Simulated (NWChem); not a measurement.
System: CH3ClSe; SMILES [Se](C)Cl

NWChem input:

```
start job
memory heap 200 mb stack 900 mb global 1100 mb
geometry units angstroms noautosym nocenter noautoz
  Se    -0.462277     0.473310     0.000901
  Cl     0.181698    -1.620122    -0.000898
  C      1.299140     1.269546     0.000877
  H      1.131192     2.357783     0.004197
  H      1.849612     0.985244    -0.904915
  H      1.851487     0.980223     0.903943
end
basis spherical
  * library 6-31g*
end
dft
  xc xpbe96 cpbe96
  iterations 150
end
property
  efieldgrad
end
task dft property
```

Structure relaxed at the PBE0/def2-SVP level.

Vzz is the largest principal value of the second derivative of the potential at the nucleus (NWChem prints the opposite sign); η is the asymmetry. Non-relativistic.

Atoms are numbered as in the input.

Problem. Predict the main results of this run. (PBE/6-31G* (spherical d).) Quantities: Vzz Se1 (a.u.); η Se1; Vzz Cl2 (a.u.); η Cl2.

Solution. 
```json
{
  "Vzz Se1 (a.u.)": "-7.453",
  "η Se1": "0.66",
  "Vzz Cl2 (a.u.)": "3.765",
  "η Cl2": "0.10"
}
```
